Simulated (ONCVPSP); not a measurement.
# Plane-wave convergence, ONCV potential for vanadium

vanadium (V), optimised norm-conserving Vanderbilt (ONCV), made with ONCVPSP 4.0.1 (PBE, scalar-relativistic). Core [Ne], reference 3s2 3p6 3d3 4s1.5 4p0.5. Waves: 3s+4s: rc 1.60 bohr, ncon 3, nbas 7, qcut 8 1/bohr, 2 projectors; 3p+4p: rc 2.00 bohr, ncon 4, nbas 7, qcut 7.2 1/bohr, 2 projectors; 3d: rc 2.05 bohr, ncon 4, nbas 9, qcut 8.3 1/bohr, 2 projectors, debl 3 Ha. Local part: polynomial inside 1.50 bohr (lpopt 4, dvloc0 0 Ha). Core correction: polynomial model core, fcfact 0.6.

For each optimised wave give the share of its norm inside rc, the residual kinetic energy above qcut (Ha) and the cutoffs (Ha) for errors of 10, 1, 0.1 and 0.01 mHa per electron.

| wave | norm inside rc | residual KE | 10 mHa | 1 mHa | 0.1 mHa | 0.01 mHa |
| --- | --- | --- | --- | --- | --- | --- |
| 3s | 0.950 | 4.6e-07 | 10.7 | 19.0 | 23.9 | 27.4 |
| 4s | 0.049 | 3.0e-07 | 5.0 | 15.7 | 22.1 | 26.7 |
| 3p | 0.975 | 7.2e-07 | 14.6 | 18.3 | 21.2 | 23.4 |
| 4p | 0.040 | 3.1e-07 | 9.6 | 14.6 | 18.7 | 22.0 |
| 3d | 0.816 | 2.6e-07 | 20.3 | 24.7 | 28.1 | 30.6 |
| d projector 2 | 0.172 | 1.0e-05 | 23.3 | 28.0 | 31.3 | 35.6 |

The occupied waves need 25 Ha and 28 Ha for 1 and 0.1 mHa.
